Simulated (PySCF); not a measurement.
**CuCl₃ → CuCl + Cl₂**

Level: PBE0 in the def2-TZVP basis family, all electrons, no relativity, computed in PySCF with density fitting; open shells unrestricted.

| species | state and structure | E (Eh) | ZPE (kJ/mol) | H(298 K) − H(0) (kJ/mol) | S° (J/(mol K)) |
| --- | --- | --- | --- | --- | --- |
| CuCl₃ | triplet, Cs, Cu–Cl 2.077 Å, Cu–Cl 2.225 Å, Cu–Cl 2.230 Å; Cl–Cu–Cl 71.9°, Cl–Cu–Cl 133.8°, Cl–Cu–Cl 154.3° | -3020.49924 | 8.0 | 18.7 | 363.9 |
| CuCl | singlet, C∞v, Cu–Cl 2.076 Å | -2100.37362 | 2.4 | 9.5 | 237.3 |
| Cl₂ | singlet, D∞h, Cl–Cl 1.982 Å | -920.08940 | 3.5 | 9.1 | 222.5 |

What is the electronic reaction energy?

At PBE0/def2-TZVP, ΔE = 95.1 kJ/mol from the differences of the total energies times 2625.5, uphill. 

Add zero-point, thermal and entropy terms for 298.15 K and 1 bar.

ΔZPE = -2.1 and Δ[H(298) − H(0)] = -0.1 kJ/mol give ΔH° = 92.9 kJ/mol. ΔS° = 95.9 J/(mol K), so ΔG° = 92.9 − 298.15 × (0.0959) = 64 kJ/mol and log₁₀K = -11.3. ΔG° would change sign near 970 K if ΔH° and ΔS° stayed fixed.

Open d or f shells are single determinants, so the state found may not be the ground state. Modes under 40 cm⁻¹ make the shape and entropy of CuCl₃ uncertain. Only the bonding shown was studied: isomers, or loss of a ligand pair, can lie lower.
